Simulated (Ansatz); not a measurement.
B₈P₈H₂₂, a nanocrystal cut from wurtzite BP (hydrogen-capped). Total charge 0; triplet. Geometry PBE-D4/def2-SVP, that of the neutral singlet; atoms count from 1.

```
atom   x (Å)   y (Å)   z (Å)
  B1  -0.809   3.024  -1.938
  P2  -0.973   3.425  -0.023
  P3  -0.496   1.091  -1.997
  B4   1.168   0.577  -1.100
  B5  -0.796   1.898   1.178
  P6   0.938   1.044   0.820
  P7   1.496  -1.354  -1.165
  B8   3.167  -1.857  -0.275
  B9   1.168  -0.512   1.999
 P10   2.896  -1.322   1.594
 B11  -2.026   0.107  -1.258
 P12  -2.139   0.551   0.678
 P13  -1.626  -1.796  -1.383
 B14  -0.024  -2.350  -0.421
 B15  -2.025  -1.024   1.838
 P16  -0.250  -1.767   1.468
 H17   0.170   3.606  -2.382
 H18  -1.864   3.293  -2.495
 H19  -0.058   4.443   0.390
 H20  -2.204   4.082   0.283
 H21  -0.371   0.714  -3.372
 H22   2.116   1.189  -1.569
 H23  -0.900   2.205   2.354
 H24   1.954   1.990   1.164
 H25   1.611  -1.719  -2.543
 H26   4.088  -1.203  -0.744
 H27   3.318  -3.069  -0.327
 H28   1.056  -0.195   3.171
 H29   3.931  -0.451   2.056
 H30   3.091  -2.412   2.497
 H31  -3.058   0.383  -1.848
 H32  -3.416   1.163   0.871
 H33  -1.495  -2.159  -2.760
 H34  -2.755  -2.594  -1.025
 H35   0.150  -3.555  -0.507
 H36  -2.083  -0.672   3.008
 H37  -2.879  -1.836   1.496
 H38  -0.074  -2.938   2.268
```

Single mean-field runs in def2-TZVP are fitted with def2-universal-jkfit. At PBE0-D4/def2-TZVP a singlet of charge 0 lies 5.10 eV below the triplet at the same geometry.

Question: Estimate the Mulliken populations of the heavy atoms from the PBE0/def2-TZVP orbitals of Ansatz.

Answer: 
```json
{"atom": "B1", "charge (e)": "-0.29", "spin (α − β)": "0.07"}
{"atom": "P2", "charge (e)": "0.01", "spin (α − β)": "0.06"}
{"atom": "P3", "charge (e)": "0.04", "spin (α − β)": "0.07"}
{"atom": "B4", "charge (e)": "-0.10", "spin (α − β)": "0.13"}
{"atom": "B5", "charge (e)": "0.02", "spin (α − β)": "-0.04"}
{"atom": "P6", "charge (e)": "-0.10", "spin (α − β)": "0.24"}
{"atom": "P7", "charge (e)": "0.04", "spin (α − β)": "0.07"}
{"atom": "B8", "charge (e)": "-0.29", "spin (α − β)": "0.07"}
{"atom": "B9", "charge (e)": "0.02", "spin (α − β)": "-0.04"}
{"atom": "P10", "charge (e)": "0.01", "spin (α − β)": "0.06"}
{"atom": "B11", "charge (e)": "-0.05", "spin (α − β)": "0.06"}
{"atom": "P12", "charge (e)": "-0.04", "spin (α − β)": "0.18"}
{"atom": "P13", "charge (e)": "0.00", "spin (α − β)": "0.04"}
{"atom": "B14", "charge (e)": "-0.05", "spin (α − β)": "0.06"}
{"atom": "B15", "charge (e)": "-0.32", "spin (α − β)": "0.03"}
{"atom": "P16", "charge (e)": "-0.04", "spin (α − β)": "0.18"}
```
Mulliken values depend strongly on the basis.

Question: Where does the spin sit?

Answer: Summed by element: B 0.34, P 0.91, H 0.74, of 2 unpaired in all. Largest on single atoms: P6 0.24, P12 0.18, P16 0.18.

Question: And the Mayer bond orders between heavy atoms (over 0.3)?

Answer: B1–P2 0.92 (1.96 Å); B1–P3 0.85 (1.96 Å); P2–B5 0.81 (1.95 Å); P3–B4 0.81 (1.96 Å); P3–B11 0.88 (1.96 Å); B4–P6 0.93 (1.99 Å); B4–P7 0.81 (1.96 Å); B5–P6 0.77 (1.97 Å); B5–P12 0.85 (1.97 Å); P6–B9 0.77 (1.97 Å); P7–B8 0.85 (1.96 Å); P7–B14 0.88 (1.96 Å); B8–P10 0.92 (1.96 Å); B9–P10 0.81 (1.95 Å); B9–P16 0.85 (1.97 Å); B11–P12 0.90 (1.99 Å); B11–P13 0.83 (1.95 Å); P12–B15 0.82 (1.96 Å); P13–B14 0.83 (1.95 Å); B14–P16 0.90 (1.99 Å); B15–P16 0.82 (1.96 Å).
